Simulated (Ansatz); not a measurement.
MBr3 with several metals: gap (eV) at several levels, gas phase, relaxed structures; Ansatz. Core potentials for La, Y in the def2 sets, no spin–orbit coupling. HOMO and LUMO are taken over both spins. A dash marks a value that wasn't run or was left out as unsound. The structures are stationary points that may keep the symmetry of their start.

| species | state | geometry | PBE-D4/def2-SVP | PBE-D4/def2-TZVP | r2SCAN-D4/def2-TZVP | PBE0-D4/def2-SVP | PBE0-D4/def2-TZVP |
| --- | --- | --- | --- | --- | --- | --- | --- |
| LaBr3 | singlet | PBE0-D4/def2-SVP | 3.46 | 3.54 | 4.21 | 5.36 | 5.45 |
| TiBr3 | doublet | PBE-D4/def2-SVP | 1.07 | 1.06 | 1.83 | 4.42 | 4.38 |
| YBr3 | singlet | r2SCAN-D4/def2-SVP | 3.46 | 3.53 | 4.18 | 5.47 | 5.53 |
| ScBr3 | singlet | PBE0-D4/def2-SVP | 3.06 | 3.15 | 3.62 | 5.18 | 5.29 |
| FeBr3 | sextet | r2SCAN-D4/def2-SVP | 0.81 | 0.81 | 1.54 | 3.40 | 3.48 |

Q: Estimate the column for revPBE-D4/def2-TZVP.

A: LaBr3 3.59; YBr3 3.63; ScBr3 3.23; FeBr3 0.91.

Over the 4 species that have every level, the mean is 2.70 at PBE-D4/def2-SVP, 2.76 at PBE-D4/def2-TZVP, 2.84 at revPBE-D4/def2-TZVP, 3.39 at r2SCAN-D4/def2-TZVP, 4.85 at PBE0-D4/def2-SVP, 4.94 at PBE0-D4/def2-TZVP. Orbital gaps grow with the share of exact exchange and aren't one observable across functionals.
